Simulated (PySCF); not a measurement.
OTa, doublet, geometry from GFN2-xTB (such geometries of metal compounds can be far from the true shape) (core potentials on Ta). Base run: PBE0/def2-SVP run with PySCF.

PySCF was given this input:
```python
from pyscf import gto, scf, dft, solvent

mol = gto.Mole()
mol.atom = '''
    Ta   -0.00000000   -0.00000000   -0.16990351
    O     0.00000000    0.00000000    1.55036957
'''
mol.basis = 'def2-svp'
mol.ecp = {'Ta': 'def2-svp'}
mol.spin = 1
mol.verbose = 3
mol.build()

mf = dft.UKS(mol)
mf.xc = 'pbe0'
mf.kernel()
```

The base run was repeated with changes; each row names its change, and settings that it needs were set with it.

| change | ΔE vs base (kcal/mol) | dipole (D) |
|---|---|---|
| base | 0.000 | 3.04 |
| model = IEF-PCM; solvent = 2-propanol; lebedev_order = 11 | -7.08 | 4.99 |
| model = IEF-PCM; solvent = water | -7.68 | 5.20 |
| model = C-PCM; solvent = 2-propanol | -7.29 | 5.10 |
| model = IEF-PCM; solvent = 2-propanol; r_probe = 0.5 | -3.00 | 4.16 |
| model = IEF-PCM; solvent = dichloromethane | -6.27 | 4.81 |
| model = IEF-PCM; solvent = 2-propanol; lebedev_order = 41 | -7.09 | 5.04 |
| model = COSMO; solvent = 2-propanol | -7.03 | 5.03 |
| model = IEF-PCM; solvent = 2-propanol | -7.09 | 5.04 |
| model = IEF-PCM; solvent = 2-propanol; vdw_scale = 1.0 | -16.65 | 6.19 |
| model = IEF-PCM; solvent = 2-propanol; vdw_scale = 1.4 | -3.66 | 4.33 |
| model = IEF-PCM; solvent = 2-propanol; vdw_scale = 1.1 | -10.57 | 5.55 |

The base is the gas phase, so ΔE is the electrostatic part of solvation at a fixed geometry, without cavity and dispersion terms.

Open shells are given as the SCF converged; they aren't shown to be the lowest states, and a large step between rows can be another state.
